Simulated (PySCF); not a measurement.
# Electronic structure of W(2+) (tungsten, charge +2) at the BHandHLYP level

Configuration: [Xe] 4f14 5d3 6s1, high-spin 5F determinant (an excited configuration). All numbers are calculated (PySCF 2.14, the spin-free X2C one-electron Hamiltonian (Gaussian nucleus), in x2c-TZVPPall with one added diffuse shell each of s, p, d, f type (12s8p8d4f1g, 113 functions)).

```json
{"Total energy": "-16142.39 hartree", "One-electron energy": "-22095.69 hartree", "Hartree (Coulomb) energy": "6281.27 hartree", "Exchange-correlation energy": "-327.98 hartree", "⟨S²⟩": "6.0021", "⟨L²⟩": "12.016", "Sum of ⟨r⟩": "39.17 bohr", "Sum of ⟨r²⟩": "45.50 bohr²", "Langevin diamagnetic susceptibility": "-36.0 ×10⁻⁶ cm³/mol", "Time after the integrals": "about 10 core-seconds"}
```

| shell | electrons | mean orbital energy (hartree) | spread (hartree) | rms radius, mean of both spins (bohr) |
| --- | --- | --- | --- | --- |
| 1s α | 1 | -2557.76923 | 0 | 0.0208 |
| 1s β | 1 | -2557.76785 | 0 | 0.0208 |
| 2s α | 1 | -444.68873 | 0 | 0.0838 |
| 2s β | 1 | -444.67936 | 0 | 0.0838 |
| 2p α | 3 | -390.23424 | 0 | 0.0763 |
| 2p β | 3 | -390.22599 | 0 | 0.0763 |
| 3s α | 1 | -104.15482 | 0 | 0.215 |
| 3s β | 1 | -104.15083 | 0 | 0.215 |
| 3p α | 3 | -87.80854 | 0 | 0.216 |
| 3p β | 3 | -87.80512 | 0 | 0.216 |
| 3d α | 5 | -68.35193 | 0.00488 | 0.197 |
| 3d β | 5 | -68.34493 | 0.00283 | 0.197 |
| 4s α | 1 | -22.66639 | 0 | 0.478 |
| 4s β | 1 | -22.65403 | 0 | 0.478 |
| 4p α | 3 | -17.22662 | 0 | 0.509 |
| 4p β | 3 | -17.21597 | 0 | 0.509 |
| 4d α | 5 | -10.12577 | 0.00884 | 0.551 |
| 4d β | 5 | -10.11152 | 0.00787 | 0.551 |
| 5s α | 1 | -3.93822 | 0 | 1.14 |
| 5s β | 1 | -3.84925 | 0 | 1.14 |
| 5p α | 3 | -2.53941 | 0 | 1.32 |
| 5p β | 3 | -2.41932 | 0 | 1.32 |
| 4f α | 7 | -2.26968 | 0.00171 | 0.674 |
| 4f β | 7 | -2.25456 | 0.01157 | 0.674 |
| 5d α | 3 | -0.96139 | 0 | 1.95 |
| 6s α | 1 | -0.82671 | 0 | 2.97 |

Spin-orbit coupling, absent here, splits the open shell strongly.

Densities and radii are taken from the X2C orbitals without a picture-change correction, which distorts them close to the nucleus.
